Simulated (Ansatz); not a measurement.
Correlation energies of C2H3Cl2In (`C=[CH][In]([Cl])[Cl]`) by basis set

| atom | x (Å) | y (Å) | z (Å) |
| --- | --- | --- | --- |
| C1 | -1.528 | -0.215 | -0.112 |
| C2 | -0.526 | 0.271 | 0.611 |
| In3 | 1.458 | 0.106 | -0.079 |
| Cl4 | 1.874 | -0.932 | -2.117 |
| Cl5 | 3.378 | 0.858 | 0.973 |
| H6 | -2.560 | -0.139 | 0.227 |
| H7 | -1.377 | -0.707 | -1.068 |
| H8 | -0.718 | 0.758 | 1.563 |

Charge 0, multiplicity 1. Correlated methods include outer-core shells of In, which these sets cover unevenly. In takes the def2 core potential. The geometry is a stationary point of PBE0-D4/def2-TZVP. It is one conformer, not always the lowest. Frozen core, restricted reference, Ansatz.

```tsv
basis	HF (Eh)	MP2 corr.
def2-SVP	-1185.42594	-0.60441
def2-TZVPP	-1185.83687	-0.97195
def2-QZVPP	-1185.86699	-1.22062
```

(1) Estimate the CCSD correlation energy and the (T) correction in each basis where they were run (hartree).

## Answers

(1) 
```
     basis  CCSD corr.       (T)
  def2-SVP    -0.65408  -0.02008
def2-TZVPP    -1.01213  -0.04270
```
